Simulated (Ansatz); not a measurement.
```yaml
crystal:
  periodic: [false, false, false]
  atoms:
    - {symbol: B, position_ang: [-0.377281, 1.198690, -0.937097]}
    - {symbol: N, position_ang: [-0.037493, 0.513631, 0.228880]}
    - {symbol: Si, position_ang: [0.295541, -1.272358, 0.304695]}
    - {symbol: Zn, position_ang: [-0.243581, -0.638619, -1.978356]}
    - {symbol: H, position_ang: [-0.599615, 2.369515, -1.008364]}
    - {symbol: H, position_ang: [0.029784, 1.042503, 1.095366]}
    - {symbol: H, position_ang: [1.657741, -1.430752, 0.905877]}
    - {symbol: H, position_ang: [-0.632994, -1.839711, 1.333299]}
basis:
  gaussian: {orbitals: def2-SVPD}
magnetization: {spin_polarized: true, initial_magnetization: 0}
hamiltonian: {xc: {name: B2PLYP}}
output: {forces: true}
```

```sh
$ ansatz run in.yaml --threads 4 --pin off --events-out ev --progress --plain --max-ram 10444MiB
```

It prints (some lines left out):

```
Functional definition: B2PLYP
1254 factors; integrals over basis functions are off by at most 1.1e-3 eV
mean field evaluation 1: about -58491.7777 eV, gradient 3.3e1 eV
mean field evaluation 2: about -58491.9032 eV, gradient 3.3e1 eV
mean field evaluation 4: about -58496.6220 eV, gradient 3.0e0 eV
mean field evaluation 8: about -58496.6776 eV, gradient 3.2e-1 eV
mean field evaluation 16: about -58496.6781 eV, gradient 7.2e-5 eV
mean field -58496.67813716 eV, -2149.7132710680 hartree, gradient 1.5e-6 eV, S^2 0.000000; 2 other end points of the search recorded, 0 dependent functions left out
12 core orbitals not correlated, not the lowest: weight in the atoms' cores, before any rotation towards them, 1.000 or more for the frozen orbitals, at most 0.000 for the correlated occupied ones
reference -58496.67830987 eV, -2149.7132774151 hartree; 18, 18 occupied and 100, 100 virtual orbitals, 1254 factors
second order -24.84927491 eV of doubles, -0.00000000 eV of singles
Total energy: -58503.38761410 eV, -2149.9598397976 hartree
Atom 0 at    -0.377281     1.198690    -0.937097 Å, force    -0.080499     0.125880    -0.309782 eV/Å
Atom 1 at    -0.037493     0.513631     0.228880 Å, force    -0.026478     0.218236     0.065338 eV/Å
Atom 2 at     0.295541    -1.272358     0.304695 Å, force     0.150227    -0.672517     0.162292 eV/Å
Atom 3 at    -0.243581    -0.638619    -1.978356 Å, force    -0.019061     0.031205    -0.072567 eV/Å
Atom 4 at    -0.599615     2.369515    -1.008364 Å, force    -0.026612     0.148196    -0.001267 eV/Å
Atom 5 at     0.029784     1.042503     1.095366 Å, force     0.005128     0.140705     0.162565 eV/Å
Atom 6 at     1.657741    -1.430752     0.905877 Å, force     0.003484     0.005054    -0.004199 eV/Å
Atom 7 at    -0.632994    -1.839711     1.333299 Å, force    -0.006189     0.003241    -0.002380 eV/Å
Dipole moment:    -0.029012    -0.078080    -0.230244 e Å
```

Run time 11 s (4 threads of an Arm Neoverse V2 on a shared host); peak host memory 0.82 GiB.
